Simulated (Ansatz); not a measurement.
CH$_{2}$BF$_{3}$O, SMILES `OC(F)(F)BF`, relaxed with RKS PBE0-D4/def2-TZVP in Ansatz 0.2.0 from a PBE-D4/def2-SVP geometry. The force threshold is 0.005 eV/Å; the program also tests the step.

The species carries charge 0 and has multiplicity 1.

Start:

```xyz
8

O     0.353    1.381   -0.284
C     0.403    0.039   -0.100
F     0.819   -0.602   -1.262
F     1.358   -0.292    0.850
B    -1.007   -0.599    0.337
F    -2.075    0.173    0.426
H     1.248    1.685   -0.547
H    -1.100   -1.785    0.579
```

```json
{"step": "1", "energy (eV)": "-11938.0043", "largest force (eV/Å)": "0.730", "largest move (Å)": "0.000"}
{"step": "2", "energy (eV)": "-11938.0322", "largest force (eV/Å)": "0.267", "largest move (Å)": "0.013"}
{"step": "3", "energy (eV)": "-11938.0363", "largest force (eV/Å)": "0.057", "largest move (Å)": "0.007"}
{"step": "4", "energy (eV)": "-11938.0365", "largest force (eV/Å)": "0.018", "largest move (Å)": "0.002"}
{"step": "5", "energy (eV)": "-11938.0365", "largest force (eV/Å)": "0.014", "largest move (Å)": "0.003"}
{"step": "6", "energy (eV)": "-11938.0365", "largest force (eV/Å)": "0.010", "largest move (Å)": "0.002"}
{"step": "7", "energy (eV)": "-11938.0365", "largest force (eV/Å)": "0.001", "largest move (Å)": "0.008"}
{"step": "8", "energy (eV)": "-11938.0365", "largest force (eV/Å)": "0.008", "largest move (Å)": "0.015"}
{"step": "9", "energy (eV)": "-11938.0366", "largest force (eV/Å)": "0.008", "largest move (Å)": "0.007"}
{"step": "10", "energy (eV)": "-11938.0366", "largest force (eV/Å)": "0.005", "largest move (Å)": "0.006"}
```

End:

```xyz
8

O     0.354    1.365   -0.296
C     0.401    0.034   -0.101
F     0.838   -0.600   -1.237
F     1.339   -0.278    0.850
B    -1.009   -0.602    0.335
F    -2.050    0.178    0.462
H     1.232    1.677   -0.555
H    -1.106   -1.773    0.542
```

It took 27 s on 4 threads of an Arm Neoverse V2 on a shared host, with 0.43 GiB of host memory at the peak.
